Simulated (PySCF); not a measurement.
**[C2H2BrS]-: core ionisation energies**

Compound: C₂H₂BrS (charge -1).
SMILES with atom numbers: `[CH2:1]=[C:2]([S-:3])[Br:4]`

The calculation used delta-SCF UKS SCAN, pcX-2 on the ionised atom, pcseg-1 elsewhere, spin-free X2C (PySCF 2.14.0). Vertical ΔSCF values, vacuum level as zero.

List the computed XPS lines with their assignment.

```
atom(s)                      environment  level  binding energy (eV)  above the level's lowest (eV)  count
     C1       carbon bonded to C and 2 H   C 1s               284.78                           0.00      1
     C2  fully substituted alkene carbon   C 1s               286.83                          +2.05      1
     S3               sulfur bonded to C   S 1s              2470.37                           0.00      1
```

Lowest listed C 1s: C1, bonded to C (double bond) and 2 H. Highest, 2.05 eV above it: C2, bonded to Br, S and C (double bond). Summing the Pauling electronegativity differences to the bonded atoms, each weighted by its formal bond order, gives -0.70 for the lowest site and +0.44 for the highest.

Which photon energy gives electrons from S 1s of S3 a kinetic energy of 150 eV, and what is their de Broglie wavelength?

hν = 2470.37 + 150 = 2620.37 eV, recoil neglected; λ = 12.264 Å/√(E/eV) = 1.00 Å.

What is the longest wavelength that can ionise S 1s of S3 vertically?

λ = hc/E = 12398.42 eV Å / 2470.37 eV = 5.019 Å.

Not every level is listed. Spin contamination (⟨S²⟩ against 0.75 for a pure doublet) is marked for C 1s of C2 (0.93), which makes this value less certain. No level of bromine is listed. The species carries charge -1, so core ionisation leaves a neutral species. The basis sets have no added diffuse functions. Isolated species at its PBE0-D3(BJ)/def2-SVP geometry, gas phase.

Time: 13 s wall. Hardware: one thread, Arm Neoverse V1 (shared host).
